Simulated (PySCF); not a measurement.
Cartesian coordinates in Å; atom numbers follow the order of the lines, from 1:
```xyz
15

C     2.405   -0.117    0.507
O     1.394    0.843    0.298
C     0.154    0.401    0.033
C    -0.825    1.366   -0.193
C    -2.112    0.948   -0.466
N    -2.489   -0.329   -0.531
C    -1.545   -1.233   -0.315
C    -0.218   -0.937   -0.031
H     2.530   -0.761   -0.369
H     3.323    0.443    0.675
H     2.192   -0.735    1.384
H    -0.567    2.417   -0.150
H    -2.889    1.686   -0.644
H    -1.855   -2.273   -0.369
H     0.487   -1.740    0.135
```

Geometry: PBE0-D3(BJ)/def2-TZVP; GIAO absolute shieldings from PySCF 2.14, gas phase, non-relativistic, averaged over equivalent atoms.

At KT3/pcSseg-2 (386 basis functions, 2.2 min wall time (4.4 min CPU) on 2 threads of an AMD EPYC, shared host):
```csv
atoms,σ (ppm)
C3,19.8
C5/C7,33.8
C4/C8,77.2
C1,127.0
O2,208.8
N6,-51.0
H13/H14,23.10
H12/H15,24.96
H9/H10/H11,27.83
```

Q: Estimate the result of repeating the calculation with wB97X-D/pcSseg-2.

A: 
```json
{"atoms": "C3", "σ at wB97X-D/pcSseg-2": "7.6", "change": "-12.2"}
{"atoms": "C5/C7", "σ at wB97X-D/pcSseg-2": "21.7", "change": "-12.1"}
{"atoms": "C4/C8", "σ at wB97X-D/pcSseg-2": "69.0", "change": "-8.2"}
{"atoms": "C1", "σ at wB97X-D/pcSseg-2": "129.1", "change": "+2.1"}
{"atoms": "O2", "σ at wB97X-D/pcSseg-2": "228.5", "change": "+19.7"}
{"atoms": "N6", "σ at wB97X-D/pcSseg-2": "-75.7", "change": "-24.7"}
{"atoms": "H13/H14", "σ at wB97X-D/pcSseg-2": "22.81", "change": "-0.29"}
{"atoms": "H12/H15", "σ at wB97X-D/pcSseg-2": "24.67", "change": "-0.29"}
{"atoms": "H9/H10/H11", "σ at wB97X-D/pcSseg-2": "27.86", "change": "+0.03"}
```

The largest change is at N6 (pyridine-type ring nitrogen). Cost: 386 basis functions, 2.4 min wall time (5.1 min CPU) on 2 threads of an AMD EPYC, shared host. The order of the carbon signals is the same at both levels.

The carbons averaged at δ 106.1 differ by 8 ppm in this conformer.
